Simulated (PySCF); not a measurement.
## Cadmium: highly charged ions in a basis for the neutral atom

Cd⁸⁺ [Kr] 4d4, Cd⁹⁺ [Kr] 4d3. Calculation: PySCF 2.14, in def2-TZVP with the def2 core potential (28 electrons); a scalar-relativistic core potential. No spin-orbit coupling, so a gap to NIST mixes the basis error with missing relativistic terms.

Changed run: basis of the neutral atom used for a highly charged ion. This setting is unsound on purpose.

```tsv
species	method	sound run (hartree)	changed run (hartree)	converged
Cd⁸⁺	UHF	not run	-148.46358	yes
Cd⁸⁺	r2SCAN	not run	-149.02068	yes
Cd⁸⁺	PBE0	not run	-148.93715	yes
Cd⁹⁺	UHF	not run	-142.89633	yes
Cd⁹⁺	r2SCAN	not run	-143.42931	yes
Cd⁹⁺	PBE0	not run	-143.34251	yes
```

Ionisation energy of Cd⁸⁺:

```csv
method,changed run (eV),NIST (eV)
UHF,151.49,150 ± 2.2
r2SCAN,152.15,150 ± 2.2
PBE0,152.24,150 ± 2.2
```

The contracted functions were made for the neutral atom and can be too rigid for a highly charged ion.
